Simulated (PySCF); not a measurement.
Vertical excitations of a molecule C3H3F3 from TDDFT-ωB97X/def2-SVPD run with PySCF 2.14.0, as energy in eV (oscillator strength): 8.03 (0.001), 8.78 (0.002), 9.15 (0.017), 9.61 (0.006), 9.71 (0.014), 9.93 (0.018), 10.23 (0.033), 10.47 (0.150), 10.75 (0.018), 10.87 (0.028). Lowest triplet (TDA): 7.53 eV. Geometry: PBE0-D3(BJ)/def2-SVP. The values are those of a single conformer.

**Question.** Pick the molecule that these values belong to.
A. F[C@H]1CC1(F)F
B. CC(F)=C(F)F
C. C=C(F)C(F)F
D. C=CC(F)(F)F

**Answer.** A, F[C@H]1CC1(F)F
